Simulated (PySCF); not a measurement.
# Working out the ionisation energy of As⁺

As⁺ [Ar] 3d10 4s2 4p2 (3P) → As²⁺ [Ar] 3d10 4s2 4p1 (2P). Computed with PySCF 2.14 in aug-cc-pwCVDZ-PP with ECP10MDF, with a scalar-relativistic core potential. Frozen: 3s2 3p6 3d10. Energies in hartree (1 hartree = 27.21139 eV):

| part | As⁺ (lower) | As²⁺ (upper) |
| --- | --- | --- |
| UHF | -330.851977 | -330.191615 |
| CCSD correlation | -0.063299 | -0.051457 |
| (T) | -0.000920 | -0.000517 |

What does Hartree-Fock give?

(-330.191615) − (-330.851977) = 0.660362 hartree = 17.969 eV.

What do CCSD and CCSD(T) give?

The CCSD correlation energies differ by 0.011842 hartree = 0.322 eV and the triples by 0.000403 hartree = 0.011 eV, so CCSD gives 18.291 eV and CCSD(T) 18.302 eV.

Reference: 18.589 eV (measured; NIST Atomic Spectra Database, ionization energies), between the lowest levels; spin-orbit coupling is absent from the calculation.

A double-zeta basis recovers only part of the correlation energy.

What remains against the reference includes basis incompleteness, the frozen core and higher excitations.
